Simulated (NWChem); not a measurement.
# C$_{4}$H$_{7}$F; SMILES C[C@H]1C[C@@H]1F

All runs: NWChem. Medium grid unless said otherwise, to which SCAN and Minnesota functionals are sensitive. All runs use the structure optimised with B3LYP/6-31G* (spherical d). B3LYP is NWChem's, with the RPA form of VWN correlation. Total energies of different functionals are on different scales.

| level | energy (Ha) | highest occupied level (eV) | orbital gap (eV) | dipole (D) |
|---|---|---|---|---|
| PBE/def2-TZVP | -256.2338 | ? | ? | ? |
| B3LYP/def2-TZVP | -256.5512 | -7.74 | 8.83 | 1.84 |
| CAM-B3LYP/def2-TZVP | -256.4311 | -9.39 | 11.57 | 1.90 |
| PBE0/def2-TZVP | -256.2587 | -7.95 | 9.39 | 1.83 |
| r2SCAN/def2-TZVP | -256.4049 | -6.77 | 8.09 | 1.79 |

Task: Some entries are withheld; supply them.

Result: 
- PBE/def2-TZVP, highest occupied level (eV): -6.50
- PBE/def2-TZVP, orbital gap (eV): 7.14
- PBE/def2-TZVP, dipole (D): 1.72
